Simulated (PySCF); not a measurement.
Electron correlation in Sn⁻ (tin, charge -1)

[Kr] 4d10 5s2 5p3, high-spin 4S determinant. All numbers are calculated (PySCF 2.14, a scalar-relativistic core potential, in aug-cc-pVTZ-PP with ECP28MDF (6s5p4d2f, 55 functions)). Frozen: 4s2 4p6 4d10; 5 electrons correlated.

```json
{"level": "CCSD", "correlation energy (mhartree)": "-70.88"}
{"level": "(T)", "correlation energy (mhartree)": "-3.23"}
{"level": "CCSD(T)", "correlation energy (mhartree)": "-74.11"}
```

Diagnostics: T1 = 0.0071, D1 = 0.0179, largest double amplitude 0.043.

Cost of the coupled-cluster step: of the order of 2 core-seconds, for 5 correlated electrons.
